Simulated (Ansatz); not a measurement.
CH₆FInOSi (`[CH3][In]([F])[O][SiH3]`). Total charge 0; spin multiplicity 1. In: def2 effective core potential. Geometry: relaxed with PBE0-D4/def2-TZVP. It is one conformer, not always the lowest.

```xyz
11

C     1.012   -0.112   -2.051
In   -0.804    0.167   -0.995
F    -2.521    0.474   -1.858
O    -1.160    0.185    0.943
Si   -0.328   -0.015    2.324
H     1.664   -0.773   -1.482
H     0.794   -0.539   -3.028
H     1.497    0.856   -2.175
H    -0.379    1.221    3.153
H    -0.888   -1.144    3.116
H     1.112   -0.320    2.051
```

(1) What is the dipole moment at PBE/def2-TZVPP? (An estimate is asked.)

(2) And with r2SCAN, B3LYP, ωB97M-V? (Estimate.)

(3) Give the Mulliken charges with PBE, ωB97M-V, r2SCAN in def2-TZVPP. (Best estimate.)

Answers

(1) The calculation gave: 3.92 D, with components (3.58, -0.55, -1.51) D in this frame, pointing from negative to positive charge.

(2) The calculation gave: r2SCAN 4.02 D, B3LYP 4.09 D, ωB97M-V 4.02 D.

(3) Ansatz gave: 
```tsv
atom	PBE	ωB97M-V	r2SCAN
C1	-0.49	-0.54	-0.41
In2	0.88	0.99	0.97
F3	-0.44	-0.49	-0.48
O4	-0.45	-0.56	-0.56
Si5	0.34	0.33	0.46
H6	0.14	0.15	0.11
H7	0.14	0.15	0.11
H8	0.13	0.14	0.10
H9	-0.08	-0.06	-0.10
H10	-0.08	-0.05	-0.10
H11	-0.09	-0.07	-0.11
```

B3LYP here is the variant with VWN-RPA as its local correlation; programs differ in this.
